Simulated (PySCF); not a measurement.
Predicted microwave data (PBE0-D3(BJ)/def2-SVP geometry optimisation, gas phase (PySCF)) for one isomer of C2H6FNSi:

| Quantity | Value |
| --- | --- |
| Rotational constants | A = 13463, B = 1722, C = 1658 MHz |
| Dipole components | \|μa\| = 0.64 D, \|μb\| = 0.73 D, \|μc\| = 0.11 D |
| Inertial defect | -26.20 u·Å² |
| κ | -0.99 |

Question: Which candidate fits, each taken in the one conformer that was computed?
A. `[H]/[N:1]=[CH:2]\[CH2:3][SiH2:4][F:5]` with N1–C2–C3–Si4 -98°, C2–C3–Si4–F5 -173°
B. `[CH2:1]=[N:2][Si@@H:3]([CH3:4])[F:5]` with C1–N2–Si3–C4 -119°
C. `[CH2:1]=[C:2]([F:3])[SiH2:4][NH2:5]` with C1–C2–Si4–N5 -11°, C2–Si4–N5–H -73° and 139°
D. `[F:1][CH2:2]/[CH:3]=[N:4]\[SiH3:5]` with F1–C2–C3–N4 0°

Answer: A. It is [H]/N=C\C[SiH2]F, a near-prolate asymmetric top, point group C1. The candidates at the same level (rigid rotor, commonest isotopes):

| SMILES | A (MHz) | B (MHz) | C (MHz) | μa (D) | μb (D) | μc (D) | Δ (u·Å²) | point group | rotor |
| --- | --- | --- | --- | --- | --- | --- | --- | --- | --- |
| [H]/N=C\C[SiH2]F | 13463 | 1722 | 1658 | 0.64 | 0.73 | 0.11 | -26.20 | C1 | near-prolate asymmetric top |
| C=C(F)[SiH2]N | 7107 | 2610 | 1979 | 2.37 | 1.22 | 0.33 | -9.35 | C1 | asymmetric top |
| FC/C=N\[SiH3] | 6830 | 2948 | 2140 | 2.66 | 0.51 | 0.00 | -9.29 | Cs | asymmetric top |
| C=N[Si@@H](C)F | 5751 | 3126 | 2346 | 0.23 | 0.57 | 0.62 | -34.18 | C1 | asymmetric top |

`C=N[Si@@H](C)F` has B 81 % too high; `C=C(F)[SiH2]N` has B 52 % too high; `FC/C=N\[SiH3]` has B 71 % too high. No structure here is proved a minimum.
